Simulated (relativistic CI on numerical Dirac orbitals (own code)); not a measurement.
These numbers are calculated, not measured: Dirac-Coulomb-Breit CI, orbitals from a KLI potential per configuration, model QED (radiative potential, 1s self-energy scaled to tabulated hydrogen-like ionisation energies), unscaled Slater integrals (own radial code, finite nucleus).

The strongest absorption lines from the ground level of an ion, among the configurations computed and to levels below about 17900 eV (vacuum wavelength in nm, gf): 0.07007 (0.24), 0.08056 (0.48), 0.08669 (0.23), 0.08903 (0.99), 0.09094 (0.31), 0.10577 (2.3), 0.10757 (0.11), 0.11804 (0.17).

Task: Which ion is it?
A. Bi75+
B. Ac79+
C. Ir67+
D. Bi73+

Result: D. Bi73+ has 10 electrons and the ground level 2s2 2p6 1S_0; the strongest line goes to 2s2 2p5 3d 1P°_1. The pattern of lines fixes the number of electrons, and along that sequence the line energies rise steadily with the charge (about as its square where n changes within one kind of shell, about linearly where n is kept but much faster in heavy ions where fine structure, which grows about as Z⁴, sets the gap, and irregularly where shells cross), which fixes Z. Configurations outside the model, such as inner-shell arrays, can give stronger lines. At this charge energies of transitions that change n are usually good to better than 1 %, and those within a shell (Δn = 0) to a few per cent.

LS names give the leading component of a level, which can be under half, so a name can repeat, a term be missing and a line seem to break the LS rules.
